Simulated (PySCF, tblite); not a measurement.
Isomers of C5H11OSi (doublet state). Computed values, GFN2-xTB/tblite, gas phase, harmonic and unscaled. Errors from tens to a few hundred cm⁻¹ against measured bands are possible. Modes of hydrogen on silicon can be 10 to 20 % off. One conformer each. Open shells enter through the occupations alone, without spin polarisation, and single modes of such species can be off by tens of per cent.

Electronic energies: B3LYP/pcH-1 single points on the GFN2-xTB geometries (PySCF, gas phase).

```json
{"SMILES": "[H]/[C]=C\\O[SiH2]CCC", "electronic energy, lowest = 0 (kcal/mol)": "25.3"}
{"SMILES": "C=CO[SiH]CCC", "electronic energy, lowest = 0 (kcal/mol)": "0.0"}
{"SMILES": "OC[C@@H]1C[CH]C[SiH2]1", "electronic energy, lowest = 0 (kcal/mol)": "22.3"}
{"SMILES": "C[Si]1CCOCC1", "electronic energy, lowest = 0 (kcal/mol)": "5.1"}
{"SMILES": "C=CO[SiH2][CH]CC", "electronic energy, lowest = 0 (kcal/mol)": "6.2"}
{"SMILES": "[CH2]CC[SiH2]OC=C", "electronic energy, lowest = 0 (kcal/mol)": "13.0"}
```

How do GFN2-xTB zero-point energies change the relative energies?

```csv
SMILES,ZPE (kcal/mol),of it from modes above 1550 cm⁻¹,electronic (kcal/mol),"with ZPE, lowest = 0 (kcal/mol)",lowest mode (cm⁻¹),rings
C=CO[SiH]CCC,92.1,48.9,0.0,0.0,35,0
C[Si]1CCOCC1,95.0,46.6,5.1,8.0,85,1
C=CO[SiH2][CH]CC,88.9,47.7,6.2,2.9,29,0
[CH2]CC[SiH2]OC=C,87.7,48.0,13.0,8.6,28,0
OC[C@@H]1C[CH]C[SiH2]1,90.2,45.3,22.3,20.4,56,1
[H]/[C]=C\O[SiH2]CCC,88.9,47.7,25.3,22.0,44,0
```

The zero-point energies span 7.3 kcal/mol, from `[CH2]CC[SiH2]OC=C` to `C[Si]1CCOCC1`. The lowest isomer stays, but the order above it changes.

And how do the electronic energies of GFN2-xTB itself compare?

`C=CO[SiH]CCC` 0.0; `C[Si]1CCOCC1` 18.2; `C=CO[SiH2][CH]CC` 5.7; `[CH2]CC[SiH2]OC=C` 14.6; `OC[C@@H]1C[CH]C[SiH2]1` 28.3; `[H]/[C]=C\O[SiH2]CCC` 22.9 kcal/mol, lowest = 0. Against the energies above, taken from the same isomer `C=CO[SiH]CCC`, the largest difference is 13.1 kcal/mol.

What do entropy and thermal enthalpy add at 298.15 K and 1 bar (rigid rotor, harmonic oscillator, one conformer each)?

```tsv
SMILES	point group	symmetry number	S (cal/(mol K))	H − H(0) (kcal/mol)	ZPE + H − H(0) − TS (kcal/mol)
C=CO[SiH]CCC	C1	1	101.2	6.89	68.8
C[Si]1CCOCC1	Cs	1	90.8	5.89	73.8
C=CO[SiH2][CH]CC	C1	1	103.1	7.09	65.2
[CH2]CC[SiH2]OC=C	C1	1	105.3	7.33	63.7
OC[C@@H]1C[CH]C[SiH2]1	C1	1	92.3	6.17	68.8
[H]/[C]=C\O[SiH2]CCC	Cs	1	101.9	7.12	65.6
```

S holds R ln(2S + 1) for the spin.
